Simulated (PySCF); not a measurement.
Molecule: `P1CC=C([SiH3])C1`, C₄H₉PSi.

Cartesian coordinates in Å; atom numbers follow the order of the lines, from 1:
```xyz
15

Si    2.2953   -0.2708    0.0528
C     0.4267   -0.0860    0.0716
C    -0.4553   -1.0254   -0.2484
C    -1.9087   -0.6786   -0.1319
P    -1.9757    1.1825   -0.0074
C    -0.1844    1.2160    0.5161
H     2.6371   -1.6249   -0.3791
H     2.8533    0.7187   -0.8736
H     2.8129   -0.0149    1.3999
H    -0.1791   -2.0219   -0.5577
H    -2.3347   -1.1205    0.7773
H    -2.5040   -1.0352   -0.9755
H    -1.6802    1.3761   -1.3685
H     0.3192    2.0886    0.0954
H    -0.1267    1.3043    1.6070
```

Frames of a GFN2-xTB Langevin trajectory at 200 K; GIAO PBE0/pcSseg-1 shieldings in PySCF, gas phase, non-relativistic; equivalent atoms averaged within each frame.

Scale: 29Si (σref 349.16) and 13C (σref 186.93) and 1H (σref 31.72) against TMS; H3PO4 for 31P (σref 318.38) (reference shieldings calculated alike). The references are static minima.

Q: How do the shifts (ppm) fluctuate along the trajectory?

A: 
```
         time (fs)    Si1     C3     C2    C6    C4     P5   H10  H7/H8/H9  H11/H12   H13
optimised geometry  -78.5  154.1  144.1  37.0  35.4  -77.7  6.68      4.25     2.65  3.18
               250  -79.1  156.6  137.2  37.2  35.3  -94.0  6.63      4.71     2.61  2.55
               425  -81.7  149.4  141.6  42.3  41.2  -83.1  6.09      4.17     3.88  3.35
               625  -78.7  158.3  146.5  39.7  38.2  -61.5  6.49      4.62     3.65  2.59
               800  -78.9  155.7  144.5  44.8  39.0  -78.0  6.45      4.44     2.48  3.91
              1000  -80.9  156.5  147.0  32.0  38.8  -51.4  7.17      3.93     2.83  3.94
    mean of frames  -79.8  155.3  143.4  39.2  38.5  -73.6  6.57      4.38     3.09  3.27
standard deviation    1.3    3.4    4.1   4.9   2.1   17.1  0.39      0.32     0.63  0.68
```

5 frames give an uncertainty of the mean of about the standard deviation over 2.2 at best, since frames this close in time may not be independent; classical motion lacks zero-point vibration, and the reference would need the same averaging.
